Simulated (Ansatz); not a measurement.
**Molecular dynamics of Si₁₆B**

Input file:

```yaml
accuracy: low
crystal:
  lattice:
    - [0.0, 5.43, 5.43]
    - [5.43, 0.0, 5.43]
    - [5.43, 5.43, 0.0]
  atoms:
    - { symbol: Si, position: [0.00221122, 0.00595149, -0.00728828] }
    - { symbol: Si, position: [0.130743, 0.11448727, 0.12735014] }
    - { symbol: Si, position: [0.00224168, 0.00579122, 0.49905051] }
    - { symbol: Si, position: [0.13307875, 0.12914754, 0.61879993] }
    - { symbol: Si, position: [-0.005373, 0.49231307, 0.00673915] }
    - { symbol: Si, position: [0.13295238, 0.63228831, 0.1119335] }
    - { symbol: Si, position: [-0.002262, 0.49995446, 0.50117001] }
    - { symbol: Si, position: [0.1328279, 0.63209274, 0.62329867] }
    - { symbol: Si, position: [0.50328294, 0.0022223, -0.00280661] }
    - { symbol: Si, position: [0.62933695, 0.1288747, 0.11802532] }
    - { symbol: Si, position: [0.50725073, 0.00852456, 0.49204883] }
    - { symbol: Si, position: [0.6293454, 0.12884268, 0.62365386] }
    - { symbol: Si, position: [0.50667202, 0.50186475, -0.00725532] }
    - { symbol: Si, position: [0.61721771, 0.6295268, 0.12662553] }
    - { symbol: Si, position: [0.5065884, 0.50184939, 0.49870052] }
    - { symbol: Si, position: [0.62709951, 0.63441508, 0.61919083] }
    - { symbol: B, position: [0.19414532, 0.70057154, 0.30290341] }
magnetization:
  spin_polarized: true
basis:
  ecutwfc: 420.0
kpoints:
  mp_grid: { grid: [2, 2, 2] }
hamiltonian:
  xc: pbe
  pseudopotentials: { kind: paw, azcp: { folder: soft_1 } }
scf:
  occupations: { method: fermi_dirac, width: 0.05 }
  lower_state_search: "off"
md:
  timestep: 1
  n_steps: 80
  ensemble: nve
  temperature: 2400.0
  initial_velocities: maxwell_boltzmann
  seed: 945685
```

Run as:

```bash
$ ansatz run input.yaml --threads 1 --pin off --max-ram 3072MiB --backend cpu --events-out ev --progress --plain --runs-dir out
```

It starts from a relaxed structure.

Output, in part (step lines):

```
md step     0: t =     0.00 fs  T =  2400.0 K  F+E_penalty+E_count = -10324.08981711 eV  E_kin = 4.963584 eV  conserved = -10319.12623316 eV  (12 SCF iters)
md step     1: t =     1.00 fs  T =  2389.7 K  F+E_penalty+E_count = -10324.06844320 eV  E_kin = 4.942299 eV  conserved = -10319.12614445 eV  (6 SCF iters)
md step     2: t =     2.00 fs  T =  2358.7 K  F+E_penalty+E_count = -10324.00413788 eV  E_kin = 4.878204 eV  conserved = -10319.12593363 eV  (6 SCF iters)
md step     3: t =     3.00 fs  T =  2308.4 K  F+E_penalty+E_count = -10323.89975205 eV  E_kin = 4.774108 eV  conserved = -10319.12564453 eV  (6 SCF iters)
md step     4: t =     4.00 fs  T =  2240.7 K  F+E_penalty+E_count = -10323.75935174 eV  E_kin = 4.634024 eV  conserved = -10319.12532746 eV  (6 SCF iters)
md step     5: t =     5.00 fs  T =  2157.8 K  F+E_penalty+E_count = -10323.58766658 eV  E_kin = 4.462674 eV  conserved = -10319.12499211 eV  (6 SCF iters)
md step     6: t =     6.00 fs  T =  2062.3 K  F+E_penalty+E_count = -10323.38985032 eV  E_kin = 4.265220 eV  conserved = -10319.12463031 eV  (6 SCF iters)
md step     7: t =     7.00 fs  T =  1957.0 K  F+E_penalty+E_count = -10323.17155409 eV  E_kin = 4.047324 eV  conserved = -10319.12423049 eV  (6 SCF iters)
[... lines left out ...]
md step    80: t =    80.00 fs  T =   927.7 K  F+E_penalty+E_count = -10321.04171540 eV  E_kin = 1.918670 eV  conserved = -10319.12304570 eV  (6 SCF iters)
```

The steps, from the saved trajectory:

| time (fs) | T (K) | potential energy less start (eV) | conserved less start (meV/atom) |
| --- | --- | --- | --- |
| 0 | 2400 | 0.000 | 0.00 |
| 2 | 2359 | 0.086 | 0.02 |
| 4 | 2241 | 0.330 | 0.05 |
| 6 | 2062 | 0.700 | 0.09 |
| 8 | 1845 | 1.151 | 0.14 |
| 10 | 1613 | 1.631 | 0.20 |
| 12 | 1393 | 2.087 | 0.24 |
| 14 | 1207 | 2.472 | 0.27 |
| 16 | 1069 | 2.758 | 0.28 |
| 18 | 983 | 2.935 | 0.27 |
| 20 | 945 | 3.014 | 0.25 |
| 22 | 943 | 3.018 | 0.22 |
| 24 | 963 | 2.975 | 0.19 |
| 26 | 993 | 2.914 | 0.18 |
| 28 | 1022 | 2.854 | 0.17 |
| 30 | 1045 | 2.806 | 0.17 |
| 32 | 1060 | 2.775 | 0.17 |
| 34 | 1069 | 2.756 | 0.18 |
| 36 | 1075 | 2.744 | 0.18 |
| 38 | 1080 | 2.732 | 0.19 |
| 40 | 1089 | 2.715 | 0.19 |
| 42 | 1101 | 2.689 | 0.19 |
| 44 | 1117 | 2.657 | 0.18 |
| 46 | 1133 | 2.624 | 0.17 |
| 48 | 1145 | 2.599 | 0.16 |
| 50 | 1149 | 2.589 | 0.16 |
| 52 | 1146 | 2.597 | 0.16 |
| 54 | 1136 | 2.617 | 0.17 |
| 56 | 1126 | 2.637 | 0.18 |
| 58 | 1124 | 2.642 | 0.19 |
| 60 | 1135 | 2.619 | 0.20 |
| 62 | 1159 | 2.569 | 0.18 |
| 64 | 1192 | 2.502 | 0.16 |
| 66 | 1222 | 2.440 | 0.14 |
| 68 | 1237 | 2.407 | 0.12 |
| 70 | 1230 | 2.421 | 0.12 |
| 72 | 1198 | 2.489 | 0.13 |
| 74 | 1143 | 2.602 | 0.14 |
| 76 | 1074 | 2.745 | 0.16 |
| 78 | 1000 | 2.899 | 0.18 |
| 80 | 928 | 3.048 | 0.19 |

All steps were run. The conserved energy stayed within 0.28 meV per atom of its start (net change 0.19 meV per atom), so the integration is sound. Over the second half the temperature averaged 0.47 of the 2400 K drawn at the start: a run that starts near a minimum puts about half its kinetic energy into the potential. A run of 0.08 ps of so small a system gives no equilibrium averages. Limits of this set-up: coarse k mesh, a small cell, in which the defect meets its images, low accuracy level.

Mean squared displacements from the first frame to the last, about the centre of mass: Si 0.16 Å², B 2.03 Å².

Last frame:

```xyz
17
Lattice="0.0000 5.4300 5.4300 5.4300 0.0000 5.4300 5.4300 5.4300 0.0000" Properties=species:S:1:pos:R:3
Si 0.072 -0.150 -0.049
Si 1.223 1.514 1.053
Si 2.552 2.785 -0.467
Si 3.748 4.201 1.125
Si 2.412 0.084 2.787
Si 3.978 1.063 4.138
Si 4.972 2.720 2.996
Si 6.409 4.273 4.040
Si 0.204 2.445 2.849
Si 1.742 4.023 4.002
Si 2.670 5.686 2.847
Si 4.325 6.669 4.402
Si 3.142 2.748 5.593
Si 4.153 4.099 7.262
Si 5.517 5.318 5.694
Si 6.850 7.181 6.861
B 6.274 1.804 4.116
```

Run time: 13 min on 1 thread of Intel(R) Xeon(R) Platinum 8259CL CPU @ 2.50GHz (Skylake/Cascade Lake), with other jobs on the host, peak memory 0.68 GiB.
